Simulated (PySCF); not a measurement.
F2H2InN, SMILES [NH2][In]([F])[F].

The structure is a stationary point at B3LYP-D3(BJ)/def2-SVP. The def2 effective core potentials stand for the cores of In; spin–orbit coupling is left out. One conformer was computed; it need not be the lowest.

These are HF/def2-TZVPD (PySCF) values and carry that method's errors.

Symmetry labels are those of the subgroup Cs that the program uses (full group Cs).

**Question.** List the valence orbital energies around the gap with their symmetry. (Estimate from the structure and the level; the computed values follow.)

**Answer.** 
| orbital | symmetry | energy (eV) |
|---|---|---|
| HOMO−7 | A' | -17.50 |
| HOMO−6 | A' | -16.23 |
| HOMO−5 | A" | -16.17 |
| HOMO−4 | A' | -16.11 |
| HOMO−3 | A" | -15.85 |
| HOMO−2 | A" | -15.54 |
| HOMO−1 | A' | -14.57 |
| HOMO | A' | -11.88 |
| LUMO | A' | 0.14 |
| LUMO+1 | A' | 1.16 |
| LUMO+2 | A' | 1.76 |
| LUMO+3 | A" | 1.82 |
